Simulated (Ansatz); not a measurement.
Isolated molecules relaxed with PBE0-D4/def2-TZVP in Ansatz; ΔE leaves out vibrations. CCSD(T)/CBS adds triple-zeta CCSD(T) − MP2 to the extrapolated MP2 energy (def2 sets, frozen cores). This one scheme is used for every species. DFT in def2-TZVPP. Elements past krypton have def2 core potentials. For Sb, Te outer-core shells are correlated without core-valence functions, which leaves a few kJ/mol of doubt a bond.

Consider the ligand exchange at the Sb–Te bond: `[SbH2][TeH]` + CH₃SH → `C[S][SbH2]` + H₂Te.

```json
{"species": "`[SbH2][TeH]`", "r2SCAN0 energy (Eh)": "-510.22562"}
{"species": "CH₃SH", "r2SCAN0 energy (Eh)": "-438.66568"}
{"species": "`C[S][SbH2]`", "r2SCAN0 energy (Eh)": "-679.59024"}
{"species": "H₂Te", "r2SCAN0 energy (Eh)": "-269.28543"}
```

**Question.** Work out ΔE.

**Answer.** ΔE = (-679.59024) + (-269.28543) − (-510.22562) − (-438.66568) = 0.01563 Eh = +0.43 eV. CCSD(T)/CBS gives +0.41 eV.

Largest T1 diagnostic among the species: 0.013.

From BLYP to BHLYP (50 % exact exchange), in def2-TZVPP and without D4, ΔE moves by +0.04 eV. In def2-TZVPP, CCSD(T) changes the Hartree–Fock value by −0.11 eV (the triples alone add −0.02 eV) and MP2 by −0.07 eV. At CCSD(T), def2-SVP lies +0.05 eV from the extrapolated value and def2-TZVPP −0.05 eV.
